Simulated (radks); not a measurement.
Values are calculated unless marked as measured or tabulated.
Valence configurations of O3+ (all share [He]). Code: a radial shooting solver on a logarithmic mesh with Libxc functionals. Model: scalar-relativistic Kohn-Sham, PBEsol, spin-polarised, spherical densities, finite nucleus; open shells are filled with parallel spins first; Fermi nuclear charge, rms radius 2.6991 fm. Order these by energy: 2s1 2p2; 2s1.5 2p1.5; 2s2 2p1; 2p3; 2s0.5 2p2.5.

Answer. From the lowest, in eV above it: 2s2 2p1 0.000; 2s1.5 2p1.5 4.922; 2s1 2p2 7.920; 2s0.5 2p2.5 15.172; 2p3 22.421. NIST lists [He] 2s2 2p1 as the ground configuration; this level of theory agrees among the configurations tried. The energies are those of spherical high-spin densities, not of single terms.
